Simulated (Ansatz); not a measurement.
Two isomers of FGeH5OSi: A = `O[SiH2][GeH2][F]`, B = `[F][GeH2][O][SiH3]`.

Calculated with Ansatz (gas phase, PBE0-D4/def2-TZVP geometries, no zero-point term in ΔE). CCSD(T)/CBS is the MP2 limit (def2-TZVPP, def2-QZVPP) plus CCSD(T) − MP2 in def2-TZVPP, frozen cores. Functionals use def2-TZVPP. B3LYP here is the variant with VWN-RPA as its local correlation; programs differ in this. For Ge outer-core shells are correlated without core-valence functions, which leaves a few kJ/mol of doubt a bond. Scalar relativity is left out up to krypton. Each species was taken in one conformer, which may not be the lowest.

A:

```xyz
9

O    -1.275    0.486   -1.404
Si   -0.861    0.802    0.156
Ge    1.017   -0.641    0.534
F     1.075   -1.373   -1.077
H    -0.728   -0.168   -1.849
H    -1.983    0.489    1.078
H    -0.493    2.231    0.331
H     2.402   -0.002    0.730
H     0.847   -1.824    1.503
```

B:

Z-matrix (Å, degrees):
```
Ge
O 1 1.752
F 1 1.735 2 106.4
H 1 1.532 2 110.5 3 -115.0
H 1 1.527 2 107.7 3 115.2
Si 2 1.642 1 135.5 3 55.0
H 6 1.489 2 110.4 1 32.0
H 6 1.484 2 107.8 1 151.5
H 6 1.484 2 110.6 1 -88.7
```

(1) Which is lower in electronic energy at CCSD(T)/CBS, and by how much? (Estimate.)

(2) Give E(B) − E(A) in kcal/mol with r2SCAN-D4, B3LYP-D4, CCSD/def2-TZVPP, MP2/def2-TZVPP, B3LYP, CCSD(T)/def2-TZVPP, PBE0-D4. (Best estimate.)

Largest T1 diagnostic: 0.012.

Results:

(1) Ansatz gave: B, by 11.7 kcal/mol.

(2) Ansatz gave: r2SCAN-D4 -9.9, B3LYP-D4 -10.6, CCSD/def2-TZVPP -13.7, MP2/def2-TZVPP -14.4, B3LYP -10.7, CCSD(T)/def2-TZVPP -13.3, PBE0-D4 -8.1. None reverses the order clearly.

From PBE to PBE0 (25 % exact exchange), in def2-TZVPP and without D4, E(B) − E(A) moves by −1.9 kcal/mol. In def2-TZVPP, CCSD(T) changes the Hartree–Fock value by +5.1 kcal/mol (the triples alone add +0.5 kcal/mol) and MP2 by +4.0 kcal/mol.
